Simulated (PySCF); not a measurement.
A structure optimised at PBE-D3(BJ)/def2-SVP, used in a PySCF frequency run:

```xyz
11

C     -0.1116    -2.4603     0.0000
O     -0.6975    -1.1626     0.0000
B      0.0313    -0.0204     0.0000
F      1.3741    -0.0567     0.0000
C     -0.7471     1.3618     0.0000
F      0.1069     2.4572     0.0000
H     -0.4541    -3.0118     0.8992
H     -0.4541    -3.0118    -0.8992
H      0.9964    -2.4166     0.0000
H     -1.4206     1.4143     0.8889
H     -1.4206     1.4143    -0.8889
```

Task: Write its SMILES, formula and point group.

Result: COB(F)CF, C2H5BF2O, Cs

Task: What are its rotational constants (standard atomic weights)?

Result: 8.5376, 1.9275, 1.6047 GHz
